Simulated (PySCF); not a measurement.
## Dy⁶²⁺ (dysprosium, charge +62): Hartree-Fock from Schrödinger to Dirac-Coulomb-Breit

Occupied: 1s1/2, 2s1/2. Hartree-Fock calculated with PySCF 2.14 in an uncontracted even-tempered set (16 s from 15 bohr⁻², ratio 2.7; 13 p from 17 bohr⁻², ratio 2.7), Gaussian nucleus throughout. NR is non-relativistic, sf-X2C the spin-free one-electron X2C Hamiltonian, X2C adds the bare one-electron spin-orbit term, X2C-SNSO screens it by Boettger's factors, DC is four-component Dirac-Coulomb, and the Gaunt and Breit terms are added at first order (total energies over the DC spinors, levels after relaxing the spinors in that mean field). QED terms are absent. Levels marked empty are virtual spinors of this ion.

| Hamiltonian | E (hartree) |
| --- | --- |
| NR | -5341.7595 |
| sf-X2C | -5704.5625 |
| X2C | -5704.5625 |
| X2C-SNSO | -5704.5625 |
| DC | -5707.0701 |
| DC+Gaunt | -5702.0170 |
| DC+Breit | -5702.1247 |

| level (eV) | NR | sf-X2C | X2C | X2C-SNSO | DC | DC+Gaunt | DC+Breit |
| --- | --- | --- | --- | --- | --- | --- | --- |
| 1s1/2 | -57446.4 | -61089.5 | -61089.5 | -61089.5 | -61149.8 | -61028.5 | -61029.9 |
| 2s1/2 | -13843.3 | -14954.0 | -14954.0 | -14954.0 | -14961.1 | -14946.7 | -14948.1 |
| 2p1/2 (empty) | -13468.7 | -13886.5 | -14531.1 | -14508.8 | -14516.2 | -14489.8 | -14493.4 |
| 2p3/2 (empty) | -13468.7 | -13886.5 | -13619.2 | -13626.8 | -13628.3 | -13613.8 | -13617.5 |
| 3s1/2 (empty) | -5943.8 | -6322.4 | -6322.4 | -6322.4 | -6324.3 | -6320.2 | -6320.8 |

Task: How large are the two-electron picture-change error of X2C and the Breit correction in the total energy?

Result: X2C-1e lies 2.5075 hartree above Dirac-Coulomb; Gaunt adds 5.0531 and the full Breit term 4.9454 hartree.

```csv
interval (eV),X2C,X2C-SNSO,DC,DC+Gaunt,DC+Breit
2p3/2 − 2p1/2,911.9,881.9,887.9,875.9,875.9
```

Weight of the small component: 1s1/2 0.0611, 2s1/2 0.0148, 2p1/2 0.0146, 2p3/2 0.0137, 3s1/2 0.00629.

Koopmans' value for the highest occupied level at DC+Breit: 14948.1 eV, against an ionisation energy of 14936 ± 15 eV (theoretical estimate listed by NIST; NIST Atomic Spectra Database, ionization energies); the former lacks relaxation, correlation, QED and recoil.

The whole ladder took 43 s of wall time on 1 thread of Intel(R) Xeon(R) Platinum 8488C (shared host), launched as `OMP_NUM_THREADS=1 python relrun2.py TASK.json OUT` (a driver that calls PySCF for each Hamiltonian).
